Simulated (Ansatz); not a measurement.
Ansatz (a program for electronic structure) input for Nb(NH)(F)(NH2)2 (FH₅N₃Nb), SMILES [NH]=[Nb]([NH2])([NH2])[F], multiplicity 1, B3LYP-D3(BJ)/def2-SVP. 

Ansatz 0.2 input:
```yaml
crystal:
  periodic: [false, false, false]
  atoms:
    - {symbol: Nb, position_ang: [0.03358437, 0.04826359, 0.00000000]}
    - {symbol: N, position_ang: [1.69080734, -0.56966155, 0.00000001]}
    - {symbol: H, position_ang: [2.68242418, -0.80745963, 0.00000001]}
    - {symbol: F, position_ang: [-0.12611567, 1.92125317, 0.00000001]}
    - {symbol: N, position_ang: [-0.75602320, -0.75436583, -1.61195423]}
    - {symbol: H, position_ang: [-1.73866678, -0.60146043, -1.85209473]}
    - {symbol: H, position_ang: [-0.34916773, -1.35547639, -2.32608113]}
    - {symbol: N, position_ang: [-0.75602321, -0.75436584, 1.61195422]}
    - {symbol: H, position_ang: [-0.34916775, -1.35547642, 2.32608111]}
    - {symbol: H, position_ang: [-1.73866679, -0.60146046, 1.85209471]}
basis:
  gaussian:
    orbitals: def2-SVP
hamiltonian:
  xc: b3lyp
  dispersion: d3bj
relax: {f_tol: 0.002, max_steps: 200}
```

It prints:

```
WARN ansatz: RAYON_NUM_THREADS=1 ignored (pool sized by the plan → 1); use --threads N
Functional definition: B3LYP
integrals: 0.08 GiB planned
1245 factors; integrals over basis functions are off by at most 4.3e-4 eV
mean field: 0.48 GiB planned
mean field evaluation 1: about -8795.2942 eV, gradient 1.1e2 eV
mean field evaluation 2: about -8646.6450 eV, gradient 2.6e2 eV
mean field evaluation 4: about -8816.3543 eV, gradient 3.0e1 eV
mean field evaluation 8: about -8818.2297 eV, gradient 6.0e-1 eV
mean field evaluation 16: about -8818.2813 eV, gradient 1.3e-4 eV
mean field -8818.28132251 eV, -324.0658613565 hartree, gradient 1.6e-5 eV, S^2 0.000000; 0 other end points of the search recorded, 0 dependent functions left out
the calculation of the forces begins
reference -8818.28165746 eV, -324.0658736656 hartree; 24, 24 occupied and 88, 88 virtual orbitals, 1245 factors
relax step   1: F+E_penalty+E_count = -8818.66278176 eV  Δ(F+E_penalty+E_count) = +0.000e0 eV  max|allowed force component| = 1.373e0 eV/Å  Δτ_max = 0.0000 Å  (32 SCF iters, accepted)
these checks for a lower state are left out or cut short: starts, cluster_reference, orbital_swaps, neighbouring_geometries, increment
integrals: 0.08 GiB planned
1245 factors; integrals over basis functions are off by at most 4.3e-4 eV
mean field: 0.48 GiB planned
mean field -8818.32991117 eV, -324.0676469567 hartree, gradient 1.7e-5 eV, S^2 0.000000; 0 other end points of the search recorded, 0 dependent functions left out
the calculation of the forces begins
reference -8818.33024654 eV, -324.0676592816 hartree; 24, 24 occupied and 88, 88 virtual orbitals, 1245 factors
relax step   2: F+E_penalty+E_count = -8818.70839095 eV  Δ(F+E_penalty+E_count) = -4.561e-2 eV  max|allowed force component| = 1.679e-1 eV/Å  Δτ_max = 0.0702 Å  (34 SCF iters, accepted)
these checks for a lower state are left out or cut short: starts, cluster_reference, orbital_swaps, neighbouring_geometries, increment
integrals: 0.08 GiB planned
1245 factors; integrals over basis functions are off by at most 4.3e-4 eV
mean field: 0.48 GiB planned
mean field evaluation 32: about -8818.3352 eV, gradient 7.0e-5 eV
mean field -8818.33521948 eV, -324.0678420337 hartree, gradient 1.8e-5 eV, S^2 0.000000; 0 other end points of the search recorded, 0 dependent functions left out
the calculation of the forces begins
reference -8818.33555486 eV, -324.0678543585 hartree; 24, 24 occupied and 88, 88 virtual orbitals, 1245 factors
relax step   3: F+E_penalty+E_count = -8818.71387565 eV  Δ(F+E_penalty+E_count) = -5.485e-3 eV  max|allowed force component| = 1.295e-1 eV/Å  Δτ_max = 0.0471 Å  (34 SCF iters, accepted)
these checks for a lower state are left out or cut short: starts, cluster_reference, orbital_swaps, neighbouring_geometries, increment
integrals: 0.08 GiB planned
1245 factors; integrals over basis functions are off by at most 4.4e-4 eV
mean field: 0.48 GiB planned
mean field -8818.33635398 eV, -324.0678837258 hartree, gradient 1.7e-5 eV, S^2 0.000000; 0 other end points of the search recorded, 0 dependent functions left out
the calculation of the forces begins
reference -8818.33668958 eV, -324.0678960587 hartree; 24, 24 occupied and 88, 88 virtual orbitals, 1245 factors
relax step   4: F+E_penalty+E_count = -8818.71482671 eV  Δ(F+E_penalty+E_count) = -9.511e-4 eV  max|allowed force component| = 1.888e-1 eV/Å  Δτ_max = 0.0426 Å  (34 SCF iters, accepted)
these checks for a lower state are left out or cut short: starts, cluster_reference, orbital_swaps, neighbouring_geometries, increment
integrals: 0.08 GiB planned
1245 factors; integrals over basis functions are off by at most 4.4e-4 eV
mean field: 0.48 GiB planned
mean field -8818.33898220 eV, -324.0679803112 hartree, gradient 1.8e-5 eV, S^2 0.000000; 0 other end points of the search recorded, 0 dependent functions left out
the calculation of the forces begins
reference -8818.33931762 eV, -324.0679926373 hartree; 24, 24 occupied and 88, 88 virtual orbitals, 1245 factors
relax step   5: F+E_penalty+E_count = -8818.71807445 eV  Δ(F+E_penalty+E_count) = -3.248e-3 eV  max|allowed force component| = 1.008e-1 eV/Å  Δτ_max = 0.0263 Å  (34 SCF iters, accepted)
these checks for a lower state are left out or cut short: starts, cluster_reference, orbital_swaps, neighbouring_geometries, increment
integrals: 0.08 GiB planned
1245 factors; integrals over basis functions are off by at most 4.4e-4 eV
mean field: 0.48 GiB planned
mean field -8818.33939378 eV, -324.0679954362 hartree, gradient 9.8e-6 eV, S^2 0.000000; 0 other end points of the search recorded, 0 dependent functions left out
the calculation of the forces begins
reference -8818.33972919 eV, -324.0680077625 hartree; 24, 24 occupied and 88, 88 virtual orbitals, 1245 factors
relax step   6: F+E_penalty+E_count = -8818.71866639 eV  Δ(F+E_penalty+E_count) = -5.919e-4 eV  max|allowed force component| = 4.116e-2 eV/Å  Δτ_max = 0.0070 Å  (28 SCF iters, accepted)
these checks for a lower state are left out or cut short: starts, cluster_reference, orbital_swaps, neighbouring_geometries, increment
integrals: 0.08 GiB planned
1245 factors; integrals over basis functions are off by at most 4.4e-4 eV
mean field: 0.48 GiB planned
mean field evaluation 64: about -8818.3396 eV, gradient 1.4e-5 eV
mean field -8818.33958528 eV, -324.0680024737 hartree, gradient 1.4e-5 eV, S^2 0.000000; 0 other end points of the search recorded, 0 dependent functions left out
the calculation of the forces begins
reference -8818.33992069 eV, -324.0680147998 hartree; 24, 24 occupied and 88, 88 virtual orbitals, 1245 factors
relax step   7: F+E_penalty+E_count = -8818.71875976 eV  Δ(F+E_penalty+E_count) = -9.337e-5 eV  max|allowed force component| = 2.486e-2 eV/Å  Δτ_max = 0.0083 Å  (27 SCF iters, accepted)
these checks for a lower state are left out or cut short: starts, cluster_reference, orbital_swaps, neighbouring_geometries, increment
integrals: 0.08 GiB planned
1245 factors; integrals over basis functions are off by at most 4.4e-4 eV
mean field: 0.48 GiB planned
mean field -8818.33958152 eV, -324.0680023357 hartree, gradient 1.6e-5 eV, S^2 0.000000; 0 other end points of the search recorded, 0 dependent functions left out
the calculation of the forces begins
reference -8818.33991695 eV, -324.0680146624 hartree; 24, 24 occupied and 88, 88 virtual orbitals, 1245 factors
relax step   8: F+E_penalty+E_count = -8818.71887424 eV  Δ(F+E_penalty+E_count) = -1.145e-4 eV  max|allowed force component| = 3.731e-3 eV/Å  Δτ_max = 0.0067 Å  (27 SCF iters, accepted)
these checks for a lower state are left out or cut short: starts, cluster_reference, orbital_swaps, neighbouring_geometries, increment
integrals: 0.08 GiB planned
1245 factors; integrals over basis functions are off by at most 4.4e-4 eV
mean field: 0.48 GiB planned
mean field -8818.33958730 eV, -324.0680025481 hartree, gradient 6.6e-5 eV, S^2 0.000000; 0 other end points of the search recorded, 0 dependent functions left out
the calculation of the forces begins
reference -8818.33992273 eV, -324.0680148748 hartree; 24, 24 occupied and 88, 88 virtual orbitals, 1245 factors
relax step   9: F+E_penalty+E_count = -8818.71888361 eV  Δ(F+E_penalty+E_count) = -9.368e-6 eV  max|allowed force component| = 3.506e-3 eV/Å  Δτ_max = 0.0021 Å  (23 SCF iters, accepted)
these checks for a lower state are left out or cut short: starts, cluster_reference, orbital_swaps, neighbouring_geometries, increment
integrals: 0.08 GiB planned
1245 factors; integrals over basis functions are off by at most 4.4e-4 eV
mean field: 0.48 GiB planned
mean field -8818.33959682 eV, -324.0680028979 hartree, gradient 3.8e-5 eV, S^2 0.000000; 0 other end points of the search recorded, 0 dependent functions left out
the calculation of the forces begins
reference -8818.33993225 eV, -324.0680152246 hartree; 24, 24 occupied and 88, 88 virtual orbitals, 1245 factors
relax step  10: F+E_penalty+E_count = -8818.71888574 eV  Δ(F+E_penalty+E_count) = -2.128e-6 eV  max|allowed force component| = 1.352e-3 eV/Å  Δτ_max = 0.0013 Å  (23 SCF iters, accepted)
integrals: 0.08 GiB planned
1245 factors; integrals over basis functions are off by at most 4.4e-4 eV
mean field: 0.48 GiB planned
mean field evaluation 96: about -8818.3396 eV, gradient 5.0e-3 eV
mean field -8818.33959682 eV, -324.0680028979 hartree, gradient 3.8e-5 eV, S^2 0.000000; 1 other end points of the search recorded, 0 dependent functions left out
the calculation of the forces begins
reference -8818.33993225 eV, -324.0680152246 hartree; 24, 24 occupied and 88, 88 virtual orbitals, 1245 factors
Total energy: -8818.71922117 eV, -324.0819538353 hartree
Atom 0 at     0.060293     0.002380     0.000000 Å, force     0.000200     0.001352    -0.000000 eV/Å
Atom 1 at     1.707269    -0.609246     0.000000 Å, force     0.000037    -0.000777    -0.000000 eV/Å
Atom 2 at     2.714805    -0.745445     0.000001 Å, force     0.000051     0.000165     0.000000 eV/Å
Atom 3 at    -0.110021     1.901039    -0.000001 Å, force    -0.000264    -0.000441    -0.000000 eV/Å
Atom 4 at    -0.777156    -0.730240    -1.642906 Å, force     0.001218    -0.000482     0.000646 eV/Å
Atom 5 at    -1.762198    -0.601033    -1.875792 Å, force    -0.001037     0.000119    -0.000581 eV/Å
Atom 6 at    -0.350326    -1.358195    -2.319677 Å, force    -0.000194     0.000214    -0.000116 eV/Å
Atom 7 at    -0.777156    -0.730241     1.642907 Å, force     0.001218    -0.000482    -0.000646 eV/Å
Atom 8 at    -0.350326    -1.358196     2.319678 Å, force    -0.000194     0.000214     0.000116 eV/Å
Atom 9 at    -1.762198    -0.601033     1.875792 Å, force    -0.001037     0.000119     0.000581 eV/Å
Dipole moment:    -0.260308    -0.478178    -0.000000 e Å
```

The calculation finished and met its thresholds.

Cost: around 60 core-seconds (rough).
